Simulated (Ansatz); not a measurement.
Computed with Ansatz on PBE0-D4/def2-TZVP structures; ΔE is electronic, products minus reactants. CCSD(T)/CBS adds triple-zeta CCSD(T) − MP2 to the extrapolated MP2 energy (def2 sets, frozen cores). This one scheme is used for every species. DFT in def2-TZVPP. B3LYP here is the variant with VWN-RPA as its local correlation; programs differ in this. One conformer a species, not always the lowest.

`B[SiH]1CO1` + `C[SiH3]` → `[SiH3]C[SiH]1CO1` + BH₃  (formal exchange of groups at the Si–B bond)

```json
{"level": "PBE-D4", "ΔE (kJ/mol)": "-1.1"}
{"level": "B3LYP-D4", "ΔE (kJ/mol)": "-16.5"}
{"level": "ωB97X-V", "ΔE (kJ/mol)": "-23.1"}
{"level": "PBE", "ΔE (kJ/mol)": "3.6"}
{"level": "r2SCAN", "ΔE (kJ/mol)": "-9.2"}
{"level": "HF/def2-TZVPP", "ΔE (kJ/mol)": "-30.9"}
{"level": "MP2/def2-QZVPP", "ΔE (kJ/mol)": "-32.6"}
{"level": "SCS-MP2/def2-QZVPP", "ΔE (kJ/mol)": "-31.7"}
```

Question: What does CCSD(T)/CBS give? (An estimate is asked.)

Answer: Ansatz gave: -23.4 kJ/mol. The listed levels differ from it by 22.3, 6.9, 0.3, 27.0, 14.2, -7.5, -9.2, -8.3 kJ/mol.

Largest T1 diagnostic among the species: 0.018.

From PBE to PBE0 (25 % exact exchange), in def2-TZVPP and without D4, ΔE moves by −11.7 kJ/mol. The D4 term adds −7.4 kJ/mol with B3LYP and −4.4 kJ/mol with PBE0; it sums over pairs of atoms, weighted by their polarisabilities, and B3LYP, whose exchange is more repulsive, gets the larger term.
